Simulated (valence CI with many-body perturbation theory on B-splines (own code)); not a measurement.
E1 transitions of Fe20+

Computed by valence CI with perturbative core correlation (CI+MBPT): four valence electrons over a frozen Dirac-Fock core [He], a basis of 11 s, 11 p, 9 d, 7 f, 5 g, 2 h, 1 i functions for each j, with the one-electron correlation potential Σ1, the two-electron term Σ2, the three-electron term Σ3, Breit, model QED; selected CI, second order for the rest (own B-spline code, finite nucleus).

No measured spectrum was set against this ion. As an estimate, levels of excited configurations hold to 0.05 to 0.15 % of their energy, terms of the ground configuration to about 0.5 %. Among the levels kept, up to 270 cm⁻¹ of a level comes from second order outside the variational space, and about a tenth of that is noise between levels of different J, which matters for small intervals.

Lines 151 to 200 of 258 in falling wavelength, among levels below 1081.7 eV, chosen from the strongest by gf and those to the six lowest levels. Wavelengths and rates use the calculated energies, so an error of 500 cm⁻¹ moves a line at 1.270 nm by 0.0064 % and its rate by three times that or more. Electric multipoles are in the length gauge, E1 and E2 with the static RPA response of the core. Weak lines are less certain than strong ones. Lines between different terms over intervals too small for the method are left out, as are lines whose strength nearly cancels. The highest levels of a list are the least certain.

Names give the largest LS component (configuration and term), which can be under half, so a name can repeat, a term be missing and a line seem to break the LS rules; names also repeat where a configuration has a term twice. Letters in brackets count levels of one name in rising energy.

| λ vac (nm) | Upper | Lower | A (s⁻¹) | S (a.u.) with core polarisation | S without |
| --- | --- | --- | --- | --- | --- |
| 1.270 | 2s2.2p.3d 3F°_3 | 2s2.2p2 1D_2 | 2.54e+11 | 1.80e-03 | 1.80e-03 |
| 1.270 | 2s2.2p.3d 3P°_1 | 2s2.2p2 1S_0 | 1.08e+11 | 3.27e-04 | 3.28e-04 |
| 1.269 | 2s2.2p.3d 3P°_2 [a] | 2s2.2p2 1D_2 | 1.23e+12 | 6.21e-03 | 6.21e-03 |
| 1.268 | 2s.2p2.3d 3F_4 | 2s.2p3 3D°_3 | 9.64e+12 | 8.73e-02 | 8.74e-02 |
| 1.263 | 2s.2p2.3d 3D_2 | 2s.2p3 3D°_3 | 1.66e+12 | 8.28e-03 | 8.30e-03 |
| 1.261 | 2s2.2p.3d 1P°_1 | 2s2.2p2 1S_0 | 1.57e+13 | 4.67e-02 | 4.67e-02 |
| 1.259 | 2s.2p2.3p 3S°_1 | 2s2.2p2 1S_0 | 2.34e+12 | 6.92e-03 | 6.93e-03 |
| 1.259 | 2s.2p2.3d 3D_2 | 2s.2p3 3D°_1 | 2.77e+12 | 1.37e-02 | 1.37e-02 |
| 1.257 | 2s.2p2.3s 3D_3 | 2s.2p3 5S°_2 | 2.36e+10 | 1.62e-04 | 1.62e-04 |
| 1.256 | 2s2.2p.3d 3F°_2 | 2s2.2p2 3P_2 | 1.56e+12 | 7.63e-03 | 7.65e-03 |
| 1.256 | 2s2.2p.3d 1D°_2 | 2s2.2p2 1D_2 | 2.67e+12 | 1.31e-02 | 1.31e-02 |
| 1.254 | 2s.2p2.3p 5P°_1 | 2s2.2p2 1S_0 | 3.31e+11 | 9.66e-04 | 9.67e-04 |
| 1.252 | 2s2.2p.3d 3D°_3 | 2s2.2p2 1D_2 | 1.16e+12 | 7.84e-03 | 7.86e-03 |
| 1.251 | 2s.2p2.3d 5F_1 | 2s.2p3 5S°_2 | 7.23e+10 | 2.10e-04 | 2.10e-04 |
| 1.250 | 2s2.2p.3d 3F°_3 | 2s2.2p2 3P_2 | 6.26e+12 | 4.23e-02 | 4.23e-02 |
| 1.250 | 2s2.2p.3d 3P°_2 [b] | 2s2.2p2 1D_2 | 5.88e+12 | 2.83e-02 | 2.84e-02 |
| 1.250 | 2s2.2p.3d 3P°_1 | 2s2.2p2 1D_2 | 1.21e+12 | 3.51e-03 | 3.51e-03 |
| 1.250 | 2s.2p2.3d 5F_2 | 2s.2p3 5S°_2 | 6.58e+11 | 3.17e-03 | 3.17e-03 |
| 1.249 | 2s2.2p.3d 3P°_2 [a] | 2s2.2p2 3P_2 | 1.53e+12 | 7.36e-03 | 7.38e-03 |
| 1.249 | 2s2.2p.3d 3F°_2 | 2s2.2p2 3P_1 | 1.51e+11 | 7.25e-04 | 7.27e-04 |
| 1.247 | 2s.2p2.3d 5F_3 [a] | 2s.2p3 5S°_2 | 2.34e+12 | 1.57e-02 | 1.57e-02 |
| 1.247 | 2s2.2p.3d 3D°_1 | 2s2.2p2 3P_2 | 2.03e+11 | 5.82e-04 | 5.83e-04 |
| 1.246 | 2s.2p2.3p 5D°_1 | 2s2.2p2 1D_2 | 1.11e+11 | 3.17e-04 | 3.17e-04 |
| 1.242 | 2s2.2p.3d 3P°_2 [a] | 2s2.2p2 3P_1 | 1.15e+13 | 5.46e-02 | 5.47e-02 |
| 1.241 | 2s2.2p.3d 1F°_3 | 2s2.2p2 1D_2 | 2.90e+13 | 1.92e-01 | 1.92e-01 |
| 1.241 | 2s2.2p.3d 1P°_1 | 2s2.2p2 1D_2 | 8.79e+11 | 2.49e-03 | 2.49e-03 |
| 1.240 | 2s2.2p.3d 3D°_1 | 2s2.2p2 3P_1 | 3.35e+12 | 9.45e-03 | 9.47e-03 |
| 1.239 | 2s.2p2.3d 5D_1 | 2s.2p3 5S°_2 | 1.59e+12 | 4.49e-03 | 4.50e-03 |
| 1.239 | 2s.2p2.3d 5D_2 | 2s.2p3 5S°_2 | 4.29e+12 | 2.01e-02 | 2.02e-02 |
| 1.238 | 2s.2p2.3d 5F_3 [b] | 2s.2p3 5S°_2 | 9.35e+12 | 6.14e-02 | 6.15e-02 |
| 1.236 | 2s2.2p.3d 1D°_2 | 2s2.2p2 3P_2 | 1.59e+12 | 7.41e-03 | 7.42e-03 |
| 1.235 | 2s.2p2.3d 3P_2 | 2s.2p3 5S°_2 | 1.80e+11 | 8.37e-04 | 8.38e-04 |
| 1.232 | 2s2.2p.3d 3D°_3 | 2s2.2p2 3P_2 | 1.90e+13 | 1.23e-01 | 1.23e-01 |
| 1.231 | 2s.2p2.3d 3F_2 | 2s.2p3 5S°_2 | 3.82e+11 | 1.76e-03 | 1.76e-03 |
| 1.230 | 2s2.2p.3d 3P°_2 [b] | 2s2.2p2 3P_2 | 1.01e+13 | 4.62e-02 | 4.63e-02 |
| 1.230 | 2s2.2p.3d 3P°_1 | 2s2.2p2 3P_2 | 4.50e+12 | 1.24e-02 | 1.24e-02 |
| 1.230 | 2s.2p2.3d 5P_3 | 2s.2p3 5S°_2 | 1.54e+13 | 9.90e-02 | 9.92e-02 |
| 1.229 | 2s2.2p.3d 1D°_2 | 2s2.2p2 3P_1 | 8.14e+12 | 3.73e-02 | 3.74e-02 |
| 1.229 | 2s2.2p.3d 3D°_1 | 2s2.2p2 3P_0 | 1.89e+13 | 5.20e-02 | 5.21e-02 |
| 1.228 | 2s.2p2.3p 5P°_3 | 2s2.2p2 1D_2 | 1.54e+11 | 9.82e-04 | 9.81e-04 |
| 1.228 | 2s.2p2.3d 3P_1 | 2s.2p3 5S°_2 | 4.41e+10 | 1.21e-04 | 1.21e-04 |
| 1.228 | 2s.2p2.3d 5P_2 | 2s.2p3 5S°_2 | 2.25e+13 | 1.02e-01 | 1.03e-01 |
| 1.227 | 2s.2p2.3d 5P_1 | 2s.2p3 5S°_2 | 2.64e+13 | 7.20e-02 | 7.21e-02 |
| 1.226 | 2s.2p2.3p 5D°_1 | 2s2.2p2 3P_2 | 5.79e+11 | 1.58e-03 | 1.58e-03 |
| 1.226 | 2s.2p2.3d 3F_3 | 2s.2p3 5S°_2 | 7.38e+11 | 4.70e-03 | 4.71e-03 |
| 1.224 | 2s2.2p.3d 3P°_2 [b] | 2s2.2p2 3P_1 | 2.26e+12 | 1.02e-02 | 1.02e-02 |
| 1.224 | 2s2.2p.3d 3P°_1 | 2s2.2p2 3P_1 | 1.11e+13 | 3.00e-02 | 3.01e-02 |
| 1.223 | 2s2.2p.3d 3P°_0 | 2s2.2p2 3P_1 | 1.41e+13 | 1.27e-02 | 1.27e-02 |
| 1.222 | 2s2.2p.3d 1F°_3 | 2s2.2p2 3P_2 | 1.72e+12 | 1.08e-02 | 1.08e-02 |
| 1.222 | 2s2.2p.3d 1P°_1 | 2s2.2p2 3P_2 | 6.22e+10 | 1.68e-04 | 1.67e-04 |
